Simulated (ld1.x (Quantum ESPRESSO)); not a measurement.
Ga (Z = 31): excitation energies, all-electron against TM

gallium, norm-conserving Troullier–Martins (Kleinman–Bylander form), made with ld1.x (Quantum ESPRESSO) 7.5 (PBEsol, scalar-relativistic). Core [Ar] 3d10, reference 4s2 4p1. Waves: 4p (bound): rc 1.75 bohr; 4d channel at 0.2 Ry: rc 1.60 bohr; 4s (bound): rc 2.00 bohr. Local part: the s channel. Core correction: none.

Energies are relative to the spin-unpolarised reference configuration 4s2 4p1; without spin polarisation the order of configurations can differ from experiment.

| valence configuration | charge | ΔE all-electron (eV) | error AE − PS (meV) |
| --- | --- | --- | --- |
| 4s2 4p0 | +1 | 5.679 | -2.9 |
| 4s1 4p0 | +2 | 26.815 | +0.4 |
| 4s2 4p0.5 | +0.5 | 2.027 | -0.7 |
| 4s0 4p3 | 0 | 13.390 | +56 |
| 4s2 4p1.3 | -0.3 | -0.531 | +0.1 |

Question: What are ΔE and the potential's error for 4s1 4p2?

Answer: ΔE = 6.551 eV all-electron; the error (AE − PS) is +11 meV.

Question: What are ΔE and the potential's error for 4s1 4p1?

Answer: ΔE = 13.084 eV all-electron; the error (AE − PS) is +0.6 meV.

Levels in the configuration 4s2 4p1.3:

```json
{"level": "4s", "all-electron (eV)": "-7.155", "pseudo (eV)": "-7.153"}
{"level": "4p", "all-electron (eV)": "-1.009", "pseudo (eV)": "-1.009"}
```

ld1.x printed “convergence not achieved” for 6 of the counted tests; their residual had stalled under 1e-8, short of the target of 1e-14.

Note: ghost state, extra bound levels that the all-electron valence spectrum of the same l lacks: d at -18.1 eV. A true bound ghost makes a file unfit for plane-wave use.
